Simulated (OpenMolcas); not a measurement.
## What dynamic correlation does to the levels of Ag7+

```
Program             : OpenMolcas 26.06
Basis               : ANO-RCC-VTZP [7s6p4d2f1g]
Scalar Hamiltonian  : DKH2, point nucleus
Active space        : 10 electrons in 8 orbitals (RAS1 4p, at most 2 holes; RAS2 4d)
State averaging     : 2S+1 = 5 even, 5 roots; 2S+1 = 3 even, 45 roots; 2S+1 = 1 even, 49 roots
Spin-orbit coupling : RASSI with atomic mean-field integrals over the reference wave functions, term energies averaged over their components
```

Methods on the same reference wave functions:
A. RASSCF
B. SS-RASPT2, IPEA 0.25 Eh, imaginary shift 0.1 Eh (closed shells correlated: 4s)
C. MS-RASPT2, IPEA 0.25 Eh, imaginary shift 0.1 Eh (closed shells correlated: 4s)

Energies in eV above 4d4 5D0, the measured ground level; measured values from Atoms 5, 11 (2017), spectra Ag VII to Ag IX.

```
            Level       A       B       C  Measured
          4d4 5D0  0.0000  0.0000  0.0000    0.0000
          4d4 5D1  0.1598  0.1592  0.1578    0.1661
          4d4 5D2  0.3915   0.388   0.386    0.3982
          4d4 5D3  0.6513   0.645   0.642    0.6561
          4d4 5D4  0.9222   0.914   0.911    0.9228
       4d4 3P0(1)  2.7440   2.747   2.745    2.6420
   4d4 3H4 [63 %]  3.3822   3.019   3.021    2.8891
       4d4 3P1(1)  3.3829   3.393   3.380    3.2888
          4d4 3H5  3.7725   3.380   3.376    3.2546
       4d4 3F2(1)  3.7863   3.599   3.606          
          4d4 3H6  4.0225   3.616   3.612    3.4945
4d4 3F4(1) [52 %]  4.0596   3.795   3.786          
       4d4 3P2(1)  4.1666   4.133   4.107    3.9841
   4d4 3G4 [58 %]  4.5962   4.243   4.223    4.0540
          4d4 3G5  4.9052   4.502   4.498    4.3490
          4d4 3D3  5.2476   4.806   4.799    4.5724
   4d4 3D2 [68 %]  5.2986   4.935   4.947    4.7612
          4d4 3D1  5.4954   5.069   5.068    4.8591
          4d4 1I6  5.6850   5.078   5.074    4.9276
4d4 1G4(1) [72 %]  5.8599   5.551   5.521    5.3442
          4d4 1S0  6.0412   5.856   5.837          
       4d4 1D2(1)  6.5123   6.252   6.237          
          4d4 1F3  7.3008   6.715   6.713    6.4477
       4d4 3P2(2)  8.0767   7.591   7.610
```

Deviations, from unrounded energies. A percentage is the sum of absolute deviations over the sum of measured energies, with the sign that they share, or ± where signs differ.

```
                        Against measurement  Levels      A     B     C
             mean absolute deviation (cm-1)      18   3100  1100  1000
      fine structure of the ground term (%)       4   -0.9  -1.7  -2.2
other terms of the ground configuration (%)      14  +11.9  +3.9  +3.8
```

B, C lie about equally close to measurement and A furthest from it. The largest miss of C in the table is 4d4 1F3, by +2100 cm-1. The ranking rests on the paired levels alone, and a cruder setting can come out closer through cancelling errors.

Between B and C the level of the table that moves most is 4d4 1G4(1) [72 %], by 230 cm-1 (lowest in C, highest in B). Moves below CASPT2's spread within the term are not significant.

The mean deviations of B to C differ by less than CASPT2's widest spread within a term (1200 cm-1), so their order carries little weight.

From A to B the spin-free energies of the other terms of 4d4 shown, above 5D, scale by factors of 0.87 to 1.01.

The lowest spin-free term lies below A's lowest term by 0.254 hartree in B, 0.254 hartree in C.

CASPT2 breaks the degeneracy within a term, and the mean is taken; among the terms shown or strongly mixed into the levels shown the widest spread is 1200 cm-1 (4d4 1I, C). Active for correlation alone: 4p; no level in the range computed is led by a configuration that opens it, so any true level of that kind is missing. Without dynamic correlation excited terms often stand tens of per cent too high (terms of higher spin than the ground term too low), and those without a measured partner can miss by more than the paired ones (holds for A). Some levels mix across a computed gap that differs much from the measured one, so their mixing is not that of the real levels (holds for A). The CASPT2 spread within a term exceeds the gap to the next term for 4d4 3D and 4d4 1I, 4d4 1I and 4d4 1G(1), so the order of their levels is uncertain (holds for C). Measured partners are found by configuration, term and J. A level has none where our copy of the source lacks it or the pairing is in doubt (some pairs that miss far off the trend of their configuration count as doubtful), and it then counts in no deviation. Levels of configurations outside the active space are missing. The table leaves out levels that lie high or whose names do not pair safely across all columns.

A share in square brackets marks a mixed level and gives the weight of the term that names it, the lowest over the columns. A number in round brackets counts repeated terms of one configuration in the order of the reference energies.
